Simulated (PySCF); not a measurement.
Ligand exchange on a metal centre used in film growth or etching (Zn OH-Br). All species are isolated molecules in the gas phase. One relaxed conformer stands for each flexible species; it need not be the lowest.

All values below come from PBE-D3(BJ)/def2-TZVP // BP86-D3(BJ)/def2-SVP (PySCF). 

```
species                               charge on the central atom (Mulliken) (e)  HOMO (eV)
------------------------------------  -----------------------------------------  ---------
0 of 2 OH replaced by Br                                                   0.50          …
1 of 2 OH replaced by Br                                                   0.49      -6.92
2 of 2 OH replaced by Br ([Zn(Br)2])                                       0.46      -7.31
```

Question: Complete the blanks.

Answer: 
- 0 of 2 OH replaced by Br, HOMO (eV): -6.76
